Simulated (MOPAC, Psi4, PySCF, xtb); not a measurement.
Interaction energy of Br2 ··· Na+ (SMILES BrBr and [Na+]) (charge +1). Monomers: optimised at B3LYP-D3(BJ) (def2-TZVP), held rigid. Orientation: lowest of the rigid-body minima from ten starts at GFN2-xTB (searched outside a hard wall at short contacts). R is the distance of the centres of mass, along which the second monomer moves. The shortest distances reach bonding range, where SAPT0 and rigid monomers are unreliable.

Levels of theory: GFN1-xTB (xtb); PM7, restricted, heats of formation (MOPAC); RKS-LDA (SVWN5)/6-31G* = restricted LDA (SVWN5)/6-31G*, spherical d, no counterpoise correction (PySCF 2.14.0); SAPT0/jun-cc-pVDZ, all electrons correlated (Psi4).

Interaction energies in kcal/mol; the last columns give the difference from SAPT0:

```
R / Å  GFN1-xTB     PM7  RKS-LDA (SVWN5)/6-31G*  SAPT0/jun-cc-pVDZ  GFN1-xTB − SAPT0/jun-cc-pVDZ  PM7 − SAPT0/jun-cc-pVDZ  RKS-LDA (SVWN5)/6-31G* − SAPT0/jun-cc-pVDZ
-----  --------  ------  ----------------------  -----------------  ----------------------------  -----------------------  ------------------------------------------
3.42     -11.88  -12.68                   -7.14              -1.12                        -10.75                   -11.56                                       -6.02
3.65     -12.84  -11.99                   -8.45              -4.04                         -8.80                    -7.95                                       -4.41
3.84     -12.35   -9.75                   -8.02              -4.62                         -7.74                    -5.14                                       -3.41
4.06     -11.27   -7.05                   -6.86              -4.37                         -6.90                    -2.69                                       -2.49
4.21     -10.43   -5.50                   -5.94              -3.95                         -6.47                    -1.55                                       -1.99
4.57      -8.31   -2.96                   -3.92              -2.82                         -5.49                    -0.14                                       -1.10
4.80      -6.99   -2.05                   -2.91              -2.19                         -4.80                     0.14                                       -0.73
5.38      -4.20   -1.04                   -1.31              -1.07                         -3.13                     0.03                                       -0.23
6.06      -2.06   -0.65                   -0.52              -0.44                         -1.63                    -0.21                                       -0.08
7.04      -0.66   -0.35                   -0.14              -0.12                         -0.54                    -0.24                                       -0.03
8.34      -0.16   -0.18                    0.01               0.00                         -0.16                    -0.18                                        0.01
```

GFN1-xTB is furthest from SAPT0/jun-cc-pVDZ at 3.42 (-10.75 kcal/mol, below); its mean absolute difference over the points is 5.13 kcal/mol.

PM7 is furthest from SAPT0/jun-cc-pVDZ at 3.42 (-11.56 kcal/mol, below); its mean absolute difference over the points is 2.71 kcal/mol.

RKS-LDA (SVWN5)/6-31G* is furthest from SAPT0/jun-cc-pVDZ at 3.42 (-6.02 kcal/mol, below); its mean absolute difference over the points is 1.86 kcal/mol.
